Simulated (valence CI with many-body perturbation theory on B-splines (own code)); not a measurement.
The numbers below are computed, except where a source is named.
**Basis-set convergence for Kr XXXI**

Level of theory: valence CI with perturbative core correlation (CI+MBPT): four valence electrons over a frozen Dirac-Fock core [He], a basis of 9 s, 9 p, 8 d, 6 f, 3 g, 1 h functions for each j, with the one-electron correlation potential Σ1 (screened to all orders), the two-electron term Σ2, the three-electron term Σ3, Breit, model QED; selected single and double excitations, second order for the rest, scaled by the run's own slope (own B-spline code, finite nucleus).

No measured spectrum was set against this ion. As an estimate, large intervals hold to a few tenths of a per cent, small ones and those within an open d or f shell to about a per cent. Among the levels kept, up to 830 cm⁻¹ of a level comes from second order outside the variational space, and about a tenth of that is noise between levels of different J, which matters for small intervals.

The reference run has the lowest level (2s^2 2p1/2^2) J=0 and an ionisation energy of 3590.35 eV. Its largest variational space holds 25898 state functions.

Levels are named by their leading jj configuration (3d3/2^4 stands for four electrons in 3d with j = 3/2), which in mixed levels can hold well under half, so a name can repeat and another be missing. Letters in brackets count levels of one name in rising energy.

Changed runs:
A. basis 6 s, 6 p, 5 d, 3 f, 1 g
B. basis 5 s, 5 p, 4 d, 2 f

Excitation energies of the reference run in cm⁻¹, and shifts in cm⁻¹:

```
                     Level  Reference       A      B
    (2s^2 2p1/2 2p3/2) J=1     396647     -44   -153
    (2s^2 2p1/2 2p3/2) J=2     478564     +51   +115
        (2s^2 2p3/2^2) J=2     934637     +39    +86
        (2s^2 2p3/2^2) J=0    1127210    +113   +382
    (2s 2p1/2^2 2p3/2) J=2    1174930    -206   -653
    (2s 2p1/2^2 2p3/2) J=1    1530720     +72   +258
(2s 2p1/2 2p3/2^2) J=2 [a]    1653540     -21    -56
    (2s 2p1/2 2p3/2^2) J=3    1784170     +53   +119
    (2s 2p1/2 2p3/2^2) J=0    1954400     +65   +264
(2s 2p1/2 2p3/2^2) J=1 [a]    1999970     +64   +236
(2s 2p1/2 2p3/2^2) J=2 [b]    2064120    +126   +397
(2s 2p1/2 2p3/2^2) J=1 [b]    2151600    +136   +480
    Ionisation energy (eV)    3590.35  -0.021  -0.08
```
